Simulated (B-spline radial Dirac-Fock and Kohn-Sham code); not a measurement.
## EELS cross sections of the Os M4 edge

System: neutral osmium in the configuration [Xe] 4f14 5d6 6s2. Level of theory: the first Born approximation with generalised oscillator strengths from a Dirac-Hartree-Slater potential (longitudinal and transverse terms; continuum final states only, so no white lines or fine structure); a B-spline atomic structure program. The edge is taken at 2031.0 eV (tabulated value).

Input file task.json (cfg lists n, l and occupation; rrms is the nuclear radius in fm):

```json
{"items": [{
  "Z": 76,
  "q": 0,
  "cfg": [[1, 0, 2], [2, 0, 2], [2, 1, 6], [3, 0, 2], [3, 1, 6], [3, 2, 10], [4, 0, 2], [4, 1, 6], [4, 2, 10], [4, 3, 14], [5, 0, 2], [5, 1, 6], [5, 2, 6], [6, 0, 2]],
  "A": 192,
  "rrms": 5.4126,
  "do": "eels",
  "beams": [[80, 5], [80, 10], [80, 20], [100, 5], [100, 10], [100, 20], [100, 100], [120, 50], [200, 10], [200, 20], [200, 50], [200, 100], [300, 50], [300, 100]],
  "edges": {"M4": 2031.0}
}]}
```

Run with: `python xray2_run.py task.json out`

Partial cross sections σ(β, Δ) in barn, integrated over a window Δ above the edge and up to the collection semi-angle β, for parallel illumination:

| E₀ (kV) | β (mrad) | Δ = 25 eV | Δ = 50 eV | Δ = 100 eV | Δ = 200 eV | Δ = 300 eV |
| --- | --- | --- | --- | --- | --- | --- |
| 80 | 5 | 1.16 | 4.81 | 13.3 | 28.2 | 40.0 |
| 80 | 10 | 4.01 | 16.6 | 46.0 | 98.1 | 140 |
| 80 | 20 | 10.8 | 44.5 | 124 | 267 | 385 |
| 100 | 5 | 1.46 | 6.03 | 16.7 | 35.4 | 50.3 |
| 100 | 10 | 4.75 | 19.7 | 54.6 | 117 | 167 |
| 100 | 20 | 11.6 | 47.9 | 134 | 289 | 417 |
| 100 | 100 | 31.3 | 123 | 342 | 752 | 1110 |
| 120 | 50 | 22.8 | 92.6 | 259 | 568 | 831 |
| 200 | 10 | 7.19 | 29.9 | 83.4 | 180 | 260 |
| 200 | 20 | 13.0 | 53.9 | 151 | 330 | 480 |
| 200 | 50 | 20.6 | 82.9 | 232 | 509 | 749 |
| 200 | 100 | 23.9 | 93.2 | 258 | 569 | 841 |
| 300 | 50 | 19.2 | 76.6 | 214 | 471 | 694 |
| 300 | 100 | ? | ? | ? | ? | ? |

Q: Give the row for 300 kV and 100 mrad.

A: 20.9 b for 25 eV, 81.7 b for 50 eV, 227 b for 100 eV, 499 b for 200 eV, 738 b for 300 eV.

Values without a named source are computed, but for edge energies of neutral atoms, which are taken from tables.
